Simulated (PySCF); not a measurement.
## Computed properties of Bi(H)2(SiH3) (BiH5Si), SMILES [SiH3][BiH2]

BiH5Si, SMILES [SiH3][BiH2]. Geometry optimised at B3LYP-D3(BJ)/def2-TZVP. The def2 effective core potentials stand for the cores of Bi; spin–orbit coupling is left out. One conformer was computed; it need not be the lowest. All values are computed for the isolated molecule unless a solvent is named; none is compared with measurement here.

**Structure.** The optimised structure has Cs symmetry. All 15 harmonic modes at B3LYP-D3(BJ)/def2-TZVP (PySCF) are real, so it is a minimum.

**Vibrations.** The strongest infrared lines (harmonic, unscaled, degenerate partners summed) lie at 866 cm⁻¹ (412 km/mol, H 91 %, Si 9 %), 1794 cm⁻¹ (204 km/mol, H 100 %), 1787 cm⁻¹ (188 km/mol, H 100 %). The softest mode is at 113 cm⁻¹ and the zero-point energy is 23.0 kcal/mol.

**Electronic structure.** B3LYP/def2-TZVPD (PySCF) places the frontier levels at -7.08 and -0.90 eV, a gap of 6.18 eV, and gives a dipole moment of 1.00 D and a mean polarisability of 86.0 bohr³.

**Excitations.** TDA-ωB97X/def2-SVPD (PySCF) has S1 at 5.83 eV (213 nm, f = 0.012, weak); the most intense of the 10 singlets computed lies at 7.07 eV (f = 0.62). T1 (TDA) is at 4.88 eV, 0.95 eV under S1. No vertical singlet excitation falls in the visible range (under 3.1 eV).
